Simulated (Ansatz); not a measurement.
Geometry optimisation, RKS PBE/def2-SVPD in Ansatz.

Input:

```yaml
crystal:
  periodic: [false, false, false]
  atoms:
    - { symbol: "N", position_ang: [1.9697, -1.3441, 0.9562] }
    - { symbol: C, position_ang: [1.0255, -0.6991, 0.5196] }
    - { symbol: Ge, position_ang: [-0.4636, 0.2922, -0.1874] }
    - { symbol: F, position_ang: [-1.5857, -0.8071, -0.764] }
    - { symbol: F, position_ang: [0.1259, 1.2965, -1.5139] }
    - { symbol: H, position_ang: [0.86442, 0.18037, 1.14304] }
basis:
  gaussian: { orbitals: def2-SVPD }
hamiltonian:
  xc: pbe
relax:
  f_tol: 0.02
  max_steps: 50
output:
  orbitals: {}
```

Launched with:

```bash
$ ansatz run input.yaml --threads 2 --pin off --max-ram 3072MiB --backend cpu --events-out ev --progress --plain --runs-dir out
```

Where does it end, and by what steps?

It converged. The force dipped under the threshold on the way, but the program's further checks kept it going. After 29 steps the energy has fallen by 4.172 eV; Ge3 moved furthest, 1.89 Å. Parted: C2–Ge3, Ge3–H6.

```
step  energy less start (eV)  largest force component (eV/Å)  accepted
   0                  0.0000                           5.244       yes
   2                 -1.8431                           2.004       yes
   4                 -2.9072                           2.585       yes
   6                 -3.5101                           4.749       yes
   8                 -3.9236                           0.231       yes
  10                 -3.9871                           0.460       yes
  12                 -4.0550                           0.518       yes
  14                 -4.1318                           0.719       yes
  16                 -4.1638                           0.100       yes
  18                 -4.1667                           0.006       yes
  20                 -4.1683                           0.096       yes
  22                 -4.1700                           0.093       yes
  24                 -4.1707                           0.081       yes
  26                 -4.1713                           0.067       yes
  28                 -4.1717                           0.010       yes
  29                 -4.1717                           0.013       yes
```

```xyz
6
Properties=species:S:1:pos:R:3
N 2.871 -1.481 1.539
C 2.031 -0.901 0.973
Ge -1.675 1.191 -1.322
F -2.466 -0.355 -0.905
F -0.073 0.821 -0.573
H 1.249 -0.356 0.443
```

Run time: 60 s on 2 threads of Arm Neoverse V2, with other jobs on the host, peak memory 0.26 GiB.
